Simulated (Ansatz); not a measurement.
Cost and result for the atomization energy of C$_{3}$H$_{4}$F$_{4}$O (`FCOC(F)C(F)F`) (12 atoms, 11 bonds).

```xyz
12

F     1.424   -0.640   -1.916
C     1.028    0.590   -1.461
O     0.665    0.516   -0.127
C    -0.527   -0.128    0.119
F    -1.579    0.690   -0.204
C    -0.588   -0.410    1.611
F     0.374   -1.299    1.931
F    -1.783   -0.961    1.904
H     1.876    1.272   -1.516
H     0.195    0.922   -2.088
H    -0.632   -1.054   -0.456
H    -0.454    0.500    2.203
```

Total charge 0; spin multiplicity 1. The structure was optimised at the PBE0-D4/def2-TZVP level. It is one conformer, not always the lowest. Program: Ansatz. All runs use 2 threads of an AMD EPYC 7R13 on a shared host and a share of an NVIDIA H100 80 GB. Times are those of one run each, without the atoms' runs, and a repeat can differ threefold. Electronic energies, without spin–orbit coupling; frozen cores. CCSD(T)/CBS adds CCSD(T) − MP2 in def2-TZVPP to the MP2 limit, and its time is that of the two runs behind it. T1 = 0.012. B3LYP takes the VWN-RPA correlation (the form of Gaussian; ORCA's B3LYP/G).

CCSD(T)/CBS is a level of theory with its own doubt, some kJ/mol a heavy atom from the limit and from the frozen cores, so smaller differences don't rank the functionals.

```tsv
level	functions	wall time	atomization (kcal/mol)	difference from CCSD(T)/CBS	per bond
B2PLYP/def2-TZVPP	304	2.3 s	1133.5	-13.1	-1.2
PBE-D4/def2-TZVPP (with forces)	304	2.5 s	1193.6	47.0	4.3
PBE0-D4/def2-TZVPP	304	2.6 s	1152.9	6.3	0.6
r2SCAN-D4/def2-TZVPP (with forces)	304	2.6 s	1153.3	6.7	0.6
B3LYP-D4/def2-TZVPP (with forces)	304	3.5 s	1141.0	-5.6	-0.5
MP2/def2-QZVPP	576	3.6 s	1175.2	28.6	2.6
ωB97X-V/def2-TZVPP	304	3.7 s	1151.7	5.1	0.5
ωB97M-V/def2-TZVPP (with forces)	304	5 s	1151.6	5.0	0.4
CCSD(T)/def2-TZVPP	304	6 s	1115.1	-31.5	-2.9
CCSD(T)/CBS(def2)	–	9.6 s	1146.6	0.0	0.0
```

In def2-TZVPP, CCSD(T) changes the Hartree–Fock value by +324.3 kcal/mol (the triples alone add +22.5 kcal/mol) and MP2 by +365.8 kcal/mol; breaking electron pairs costs correlation energy, which Hartree–Fock lacks. The D4 term adds +7.8 kcal/mol with B3LYP and +4.1 kcal/mol with PBE0; it sums over pairs of atoms, weighted by their polarisabilities, and B3LYP, whose exchange is more repulsive, gets the larger term. From PBE to PBE0 (25 % exact exchange), in def2-TZVPP and without D4, the atomization energy moves by −39.9 kcal/mol: exact exchange takes away binding that semilocal exchange gives to molecules.
